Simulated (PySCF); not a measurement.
C₈H₈NP.
Bonds: C1–C2 (triple), C2–C3, C3–N4 (aromatic), N4–C5 (aromatic), C5–C6 (aromatic), C6–C7, C6–C8 (aromatic), C8–C9, C8–P10 (aromatic), C3–P10 (aromatic). Hydrogens: H11 on C1; H12 on C5; H13, H14, H15 on C7; H16, H17, H18 on C9.

The same species was optimised twice, with GFN2-xTB and with PBE0-D3(BJ)/def2-SVP (PySCF), and the same property calculations (PySCF, gas phase) were run on both structures.

```
   coordinate  GFN2-xTB  PBE0-D3(BJ)/def2-SVP  change
    C2–C3 (Å)     1.416                 1.433  +0.017
    C3–N4 (Å)     1.319                 1.333  +0.014
    C6–C8 (Å)     1.391                 1.403  +0.012
    C1≡C2 (Å)     1.202                 1.213  +0.011
    N4–C5 (Å)     1.313                 1.322  +0.009
    C5–C6 (Å)     1.396                 1.404  +0.008
   C8–P10 (Å)     1.749                 1.745  -0.004
    C6–C7 (Å)     1.498                 1.500  +0.002
   C3–P10 (Å)     1.764                 1.763  -0.001
    C8–C9 (Å)     1.500                 1.502  +0.002
C3–P10–C8 (°)      98.9                  99.8    +0.9
 C3–N4–C5 (°)     122.1                 121.3    -0.8
 N4–C5–C6 (°)     127.0                 127.7    +0.7
 C1–C2–C3 (°)     178.3                 177.7    -0.6
C9–C8–P10 (°)     116.2                 116.8    +0.6
 C7–C6–C8 (°)     120.1                 120.5    +0.4
 C5–C6–C8 (°)     121.2                 120.8    -0.4
C6–C8–P10 (°)     123.7                 123.4    -0.3
```

Rotational constants: A = 2467, B = 834.4, C = 628.4 MHz (GFN2-xTB) against A = 2451, B = 823.0, C = 620.9 MHz (PBE0-D3(BJ)/def2-SVP). Point groups within 0.08 Å: Cs and Cs.

On the GFN2-xTB structure: HOMO (eV) -6.89 [PBE0/pcSseg-1]; LUMO (eV) -1.95 [PBE0/pcSseg-1]; dipole (D) 3.09 [PBE0/pcSseg-1]; GIAO shielding of C1 (ppm) 93.1 [PBE0/pcSseg-1]; GIAO shielding of C2 (ppm) 96.7 [PBE0/pcSseg-1]; GIAO shielding of C3 (ppm) 4.8 [PBE0/pcSseg-1]; GIAO shielding of N4 (ppm) -113.7 [PBE0/pcSseg-1]; GIAO shielding of C5 (ppm) 32.6 [PBE0/pcSseg-1]; GIAO shielding of C6 (ppm) 51.6 [PBE0/pcSseg-1]; GIAO shielding of C7 (ppm) 165.7 [PBE0/pcSseg-1]; GIAO shielding of C8 (ppm) -2.7 [PBE0/pcSseg-1].

Problem. What do these properties become on the PBE0-D3(BJ)/def2-SVP structure?

Solution. 
| property | level | on GFN2-xTB | on PBE0-D3(BJ)/def2-SVP | change |
| --- | --- | --- | --- | --- |
| HOMO (eV) | PBE0/pcSseg-1 | -6.89 | -6.90 | -0.01 |
| LUMO (eV) | PBE0/pcSseg-1 | -1.95 | -1.96 | -0.01 |
| dipole (D) | PBE0/pcSseg-1 | 3.09 | 3.13 | +0.04 |
| energy, GFN2-xTB geometry as zero (kcal/mol) | PBE0/pcSseg-1 | 0.0 | -0.5 | -0.5 |
| GIAO shielding of C1 (ppm) | PBE0/pcSseg-1 | 93.1 | 91.3 | -1.8 |
| GIAO shielding of C2 (ppm) | PBE0/pcSseg-1 | 96.7 | 96.1 | -0.6 |
| GIAO shielding of C3 (ppm) | PBE0/pcSseg-1 | 4.8 | 2.4 | -2.4 |
| GIAO shielding of N4 (ppm) | PBE0/pcSseg-1 | -113.7 | -120.0 | -6.3 |
| GIAO shielding of C5 (ppm) | PBE0/pcSseg-1 | 32.6 | 29.2 | -3.4 |
| GIAO shielding of C6 (ppm) | PBE0/pcSseg-1 | 51.6 | 48.9 | -2.7 |
| GIAO shielding of C7 (ppm) | PBE0/pcSseg-1 | 165.7 | 163.7 | -2.0 |
| GIAO shielding of C8 (ppm) | PBE0/pcSseg-1 | -2.7 | -2.6 | +0.1 |

The heavy atoms differ by 0.018 Å rms after alignment. Among bonds between heavy atoms C2–C3 changes most (+0.017 Å). Changes are differences of the printed values. Neither structure is proved a minimum here.
